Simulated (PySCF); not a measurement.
Homolysis of single bonds, series B I-H. Isolated molecules, 0 K electronic values unless said otherwise. Strings in code marks are SMILES.

All values below come from PBE0-D3(BJ)/def2-TZVP (PySCF). 

```csv
species,dipole moment (D)
whole molecule (`IB(I)I`),0.00
radical fragment (`I[B]I`),0.61
whole molecule (`IBI`),0.13
radical fragment (`[BH]I`),[?]
whole molecule (`BI`),0.39
radical fragment (`[BH2]`),0.50
```

Problem. Some entries are withheld; supply them.

Solution. 
- radical fragment (`[BH]I`), dipole moment (D): 0.52
